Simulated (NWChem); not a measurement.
System: SiHSCl, singlet; SMILES S[Si]Cl

The following NWChem deck was run.

```
start job
memory heap 200 mb stack 900 mb global 1100 mb
geometry units angstroms noautoz
  Si     0.969693     0.039623     0.000000
  Cl    -0.431650     1.601031     0.000000
  S     -0.434936    -1.585349     0.000000
  H      0.537316    -2.527357     0.000000
end
basis spherical
  Si library def2-svp
  Cl library def2-svp
  S library def2-svp
  H library def2-svp
end
dft
  xc n12
  iterations 150
  mulliken
end
task dft energy
```

NWChem printed, in part:

```
             Northwest Computational Chemistry Package (NWChem) 7.3.0
             --------------------------------------------------------

 CS  symmetry detected

                             Geometry "geometry" -> ""
                             -------------------------

 Output coordinates in angstroms (scale by  1.889725989 to convert to a.u.)

  No.       Tag          Charge          X              Y              Z
 ---- ---------------- ---------- -------------- -------------- --------------
    1 Si                  14.0000     0.97410736     0.02538222     0.00000000
    2 Cl                  17.0000    -0.40016511     1.61066841     0.00000000
    3 S                   16.0000    -0.45827044    -1.57518345     0.00000000
    4 H                    1.0000     0.49763096    -2.53377905     0.00000000

 Effective nuclear repulsion energy (a.u.)     171.6101182010

      Symmetry information
      --------------------

 Group name             Cs
 Group number              2
 Group order               2
 No. of unique centers     4

                                 NWChem DFT Module
                                 -----------------

 Summary of "ao basis" -> "ao basis" (spherical)
 ------------------------------------------------------------------------------
       Tag                 Description            Shells   Functions and Types
 ---------------- ------------------------------  ------  ---------------------
 Si                         def2-svp                 8       18   4s3p1d
 Cl                         def2-svp                 8       18   4s3p1d
 S                          def2-svp                 8       18   4s3p1d
 H                          def2-svp                 3        5   2s1p

      Symmetry analysis of basis
      --------------------------

        a'         43
        a"         16

            General Information
            -------------------
          SCF calculation type: DFT
          Wavefunction type:  closed shell.
          No. of atoms     :     4
          No. of electrons :    48
           Alpha electrons :    24
            Beta electrons :    24
          Charge           :     0
          Spin multiplicity:     1
          Use of symmetry is: on ; symmetry adaption is: on
          Maximum number of iterations: 150
          AO basis - number of functions:    59
                     number of shells:    27
          Convergence on energy requested:  1.00D-06
          Convergence on density requested:  1.00D-05
          Convergence on gradient requested:  5.00D-04

              XC Information
              --------------
                          N12 Method XC Functional
                           N12 Exchange Functional  1.000
                         N12 Correlation Potential  1.000

             Grid Information
             ----------------
          Grid used for XC integration:  medium
          Radial quadrature: Mura-Knowles
          Angular quadrature: Lebedev.
          Tag              B.-S. Rad. Rad. Pts. Rad. Cut. Ang. Pts.
          ---              ---------- --------- --------- ---------
          Si                  1.10       88           8.0       590
          Cl                  1.00       88          11.0       590
          S                   1.00       88           8.0       590
          H                   0.35       45          10.0       434
          Grid pruning is: on
          Number of quadrature shells:   309
          Spatial weights used:  Erf1

      Superposition of Atomic Density Guess
      -------------------------------------

 Sum of atomic energies:       -1145.90866099

      Non-variational initial energy
      ------------------------------

 Total energy =   -1146.390666
 1-e energy   =   -1927.656911
 2-e energy   =     609.656127
 HOMO         =      -0.242712
 LUMO         =      -0.031440

      Symmetry analysis of molecular orbitals - initial
      -------------------------------------------------

  Numbering of irreducible representations:

     1 a'          2 a"

  Orbital symmetries:

     1 a'          2 a'          3 a'          4 a'          5 a'
     6 a'          7 a'          8 a"          9 a'         10 a'
    11 a"         12 a'         13 a'         14 a'         15 a"
    16 a'         17 a'         18 a'         19 a'         20 a"
    21 a'         22 a'         23 a"         24 a'         25 a"
    26 a'         27 a'         28 a'         29 a'         30 a'
    31 a'         32 a'         33 a"         34 a"

     ---------------------------------------------
      Total Density - Mulliken Population Analysis
     ---------------------------------------------

    Atom       Charge   Shell Charges
 -----------   ------   -------------------------------------------------------
    1 Si  14    13.23   2.00  1.99  1.26  0.59  5.93  0.64  0.70  0.12
    2 Cl  17    17.49   2.00  1.99  1.23  0.72  5.94  2.18  3.41  0.01
    3 S   16    16.49   2.00  1.99  1.21  0.64  5.94  1.82  2.86  0.03
    4 H    1     0.79   0.58  0.19  0.03

   convergence    iter        energy       DeltaE   RMS-Dens  Diis-err
 ---------------- ----- ----------------- --------- --------- ---------
 d= 0,ls=0.0,diis     1  -1148.0472903287 -1.32D+03  2.44D-02  5.05D-01
 d= 0,ls=0.0,diis     2  -1147.9570332154  9.03D-02  1.89D-02  8.21D-01
 d= 0,ls=0.0,diis     3  -1148.0867092752 -1.30D-01  6.78D-03  1.25D-01
 d= 0,ls=0.0,diis     4  -1148.1075359944 -2.08D-02  2.50D-03  7.65D-03
 d= 0,ls=0.0,diis     5  -1148.1083504197 -8.14D-04  1.13D-03  3.01D-03
  Resetting Diis
 d= 0,ls=0.0,diis     6  -1148.1089244416 -5.74D-04  1.26D-04  5.30D-05
 d= 0,ls=0.0,diis     7  -1148.1089331412 -8.70D-06  7.15D-05  2.12D-06
 d= 0,ls=0.0,diis     8  -1148.1089324524  6.89D-07  4.52D-05  6.00D-06
 d= 0,ls=0.0,diis     9  -1148.1089335095 -1.06D-06  7.36D-06  1.86D-07
 d= 0,ls=0.0,diis    10  -1148.1089335367 -2.72D-08  3.09D-06  1.78D-08

         Total DFT energy =    -1148.108933536720
      One electron energy =    -1930.600357208764
           Coulomb energy =      686.176063254002
    Exchange-Corr. energy =      -75.294757782998
 Nuclear repulsion energy =      171.610118201040

 Numeric. integr. density =       47.999998372723

                  Occupations of the irreducible representations
                  ----------------------------------------------

                     irrep           alpha         beta
                     --------     --------     --------
                     a'               19.0         19.0
                     a"                5.0          5.0

                       DFT Final Molecular Orbital Analysis
                       ------------------------------------

 Vector   22  Occ=2.000000D+00  E=-2.860037D-01  Symmetry=a'
              MO Center= -1.7D-01,  1.2D+00, -6.9D-16, r^2= 2.4D+00
   Bfn.  Coefficient  Atom+Function         Bfn.  Coefficient  Atom+Function
  ----- ------------  ---------------      ----- ------------  ---------------
    30      0.479668  2 Cl py                27      0.382725  2 Cl py
    29      0.311785  2 Cl px                26      0.248563  2 Cl px
    24      0.216027  2 Cl py                 3      0.144844  1 Si s
    23      0.141106  2 Cl px                55     -0.126944  4 H  s
    40      0.117666  3 S  s                  8      0.111385  1 Si px

 Vector   23  Occ=2.000000D+00  E=-2.513461D-01  Symmetry=a"
              MO Center= -3.3D-01, -9.9D-01,  4.6D-16, r^2= 2.8D+00
   Bfn.  Coefficient  Atom+Function         Bfn.  Coefficient  Atom+Function
  ----- ------------  ---------------      ----- ------------  ---------------
    49      0.552610  3 S  pz                46      0.423166  3 S  pz
    31     -0.274460  2 Cl pz                43      0.233117  3 S  pz
    28     -0.207901  2 Cl pz                25     -0.117078  2 Cl pz
    13      0.112963  1 Si pz                10      0.102389  1 Si pz
    15     -0.056054  1 Si d -1               7     -0.052509  1 Si pz

 Vector   24  Occ=2.000000D+00  E=-2.175873D-01  Symmetry=a'
              MO Center=  6.8D-01, -5.9D-02,  7.2D-17, r^2= 3.7D+00
   Bfn.  Coefficient  Atom+Function         Bfn.  Coefficient  Atom+Function
  ----- ------------  ---------------      ----- ------------  ---------------
     3      0.408364  1 Si s                  4      0.376893  1 Si s
    29     -0.331664  2 Cl px                47     -0.284478  3 S  px
     8      0.268518  1 Si px                26     -0.245037  2 Cl px
     2      0.241499  1 Si s                 11      0.221304  1 Si px
    48     -0.215621  3 S  py                44     -0.212169  3 S  px

 Vector   25  Occ=0.000000D+00  E=-1.106823D-01  Symmetry=a"
              MO Center=  7.2D-01, -7.0D-02,  3.9D-16, r^2= 3.2D+00
   Bfn.  Coefficient  Atom+Function         Bfn.  Coefficient  Atom+Function
  ----- ------------  ---------------      ----- ------------  ---------------
    13      0.650684  1 Si pz                10      0.452182  1 Si pz
    49     -0.338110  3 S  pz                31     -0.266479  2 Cl pz
     7     -0.216719  1 Si pz                46     -0.202661  3 S  pz
    28     -0.166451  2 Cl pz                43     -0.109657  3 S  pz
    25     -0.092294  2 Cl pz                51      0.038881  3 S  d -1

 Vector   26  Occ=0.000000D+00  E=-1.756675D-02  Symmetry=a'
              MO Center=  8.8D-01, -6.1D-03, -2.8D-15, r^2= 3.6D+00
   Bfn.  Coefficient  Atom+Function         Bfn.  Coefficient  Atom+Function
  ----- ------------  ---------------      ----- ------------  ---------------
    12      0.949897  1 Si py                22     -0.399476  2 Cl s
     9      0.381536  1 Si py                29     -0.374818  2 Cl px
    48      0.286558  3 S  py                30      0.275427  2 Cl py
    56      0.246936  4 H  s                 11     -0.190045  1 Si px
    21     -0.189287  2 Cl s                 55      0.184690  4 H  s

[...]
```

Level: N12/def2-SVP. Low-valent species are run as closed-shell singlets; no triplet was tried in these runs. Structure relaxed at the PBE0/def2-SVP level.
